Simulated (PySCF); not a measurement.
Positional isomers: butadiene methyl+boryl. Gas-phase values, no solvent. One relaxed conformer stands for each flexible species; it need not be the lowest. Strings in code marks are SMILES.

Quantity: electronic energy of isomers of C5H9B relative to `B/C=C/C=C/C`, in kcal/mol.

Case: `BC(=C)/C=C\C`. Geometry of `BC(=C)/C=C\C` (neutral, multiplicity 1, Å):

```xyz
15

B     -1.6524     0.0698    -0.4353
C     -0.7062    -0.0520     0.7719
C     -1.2946     0.1060     1.9674
C      0.6770    -0.5444     0.7051
C      1.5326    -0.3680    -0.2967
C      1.3061     0.3852    -1.5654
H     -1.4802    -0.5720    -1.4231
H     -2.6216     0.7585    -0.3510
H     -2.3018     0.4925     2.0508
H     -0.7984    -0.1641     2.8950
H      1.0358    -1.0710     1.5846
H      2.5247    -0.7924    -0.1816
H      2.1516     1.0459    -1.7662
H      1.2211    -0.2920    -2.4182
H      0.4063     0.9981    -1.5373
```

Q: What electronic energy of isomers of C5H9B relative to `B/C=C/C=C/C` does SVWN5/6-31G* // CAM-B3LYP-D3(BJ)/def2-TZVP (PySCF) give?

A: 8.39 kcal/mol.
